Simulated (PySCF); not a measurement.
Species: CH₆GeN₂Si.
Cartesian coordinates in Å at the PBE0-D3(BJ)/def2-SVP level; atoms count from 1:
```xyz
11
CH6GeN2Si angstrom
N     -2.4284    2.3164   -0.7467
C     -2.0345    1.2670   -0.4494
Ge    -1.3243   -0.4782    0.0195
N      0.4150   -0.5908   -0.5022
Si     1.8142   -0.0340    0.3814
H     -2.1775   -1.5015   -0.7347
H     -1.4002   -0.5886    1.5425
H      0.5435   -0.7615   -1.4963
H      1.4403   -0.0509    1.8265
H      2.9652   -0.9543    0.1351
H      2.2464    1.3505    0.0131
```

Jobs on this species (11 atoms, 72 electrons) with PySCF (density fitting). Hardware of each: one thread, Arm Neoverse V1 (aarch64), no GPU (shared host). Times come from a shared host and carry two figures at best. Peak memory is the resident size of the whole Python process, interpreter and libraries included.

Question: Rank these jobs by wall time, shortest first.
A. delta-SCF UKS B3LYP, pcX-2 on the ionised atom, pcseg-1 elsewhere, spin-free X2C; ΔSCF core ionisation, 5 holes; 159 basis functions
B. delta-SCF UKS SCAN, def2-TZVP on the ionised atom, pcseg-1 elsewhere, spin-free X2C; ΔSCF core ionisation, 5 holes; 136 basis functions
C. PBE0-D3(BJ)/def2-SVP, grid level 1; geometry optimisation from a GFN2-xTB start shaken at random; 122 basis functions

Answer: B (26 s), A (43 s), C (75 s).

All jobs:

```
                                                                 level and settings                                                          work  basis functions  SCF cycles  wall time  peak memory
     delta-SCF UKS PBE, pcX-2 on the ionised atom, pcseg-1 elsewhere, spin-free X2C                                 ΔSCF core ionisation, 5 holes              159          85       19 s     0.54 GiB
    delta-SCF UKS SCAN, pcX-1 on the ionised atom, pcseg-1 elsewhere, spin-free X2C                                 ΔSCF core ionisation, 5 holes              139          82       23 s     0.51 GiB
delta-SCF UKS SCAN, def2-TZVP on the ionised atom, pcseg-1 elsewhere, spin-free X2C                                 ΔSCF core ionisation, 5 holes              136          80       26 s     0.51 GiB
 delta-SCF UKS SCAN, pcX-2 on the ionised atom, pcseg-1 elsewhere, non-relativistic                                 ΔSCF core ionisation, 5 holes              159          82       26 s     0.51 GiB
      delta-SCF UKS HF, pcX-2 on the ionised atom, pcseg-1 elsewhere, spin-free X2C                                 ΔSCF core ionisation, 5 holes              159          72       27 s     0.59 GiB
    delta-SCF UKS SCAN, pcX-2 on the ionised atom, pcseg-1 elsewhere, spin-free X2C                                 ΔSCF core ionisation, 5 holes              159          83       29 s     0.55 GiB
    delta-SCF UKS PBE0, pcX-2 on the ionised atom, pcseg-1 elsewhere, spin-free X2C                                 ΔSCF core ionisation, 5 holes              159          75       41 s     0.61 GiB
   delta-SCF UKS B3LYP, pcX-2 on the ionised atom, pcseg-1 elsewhere, spin-free X2C                                 ΔSCF core ionisation, 5 holes              159          78       43 s     0.60 GiB
                                                 PBE0-D3(BJ)/def2-SVP, grid level 1  geometry optimisation from a GFN2-xTB start shaken at random              122          83       75 s     0.52 GiB
```

Question: What do all jobs in the table cost together?

Answer: About 5.2 min; the longest takes about 24 % of that, and about 3.9 times as long as the shortest.
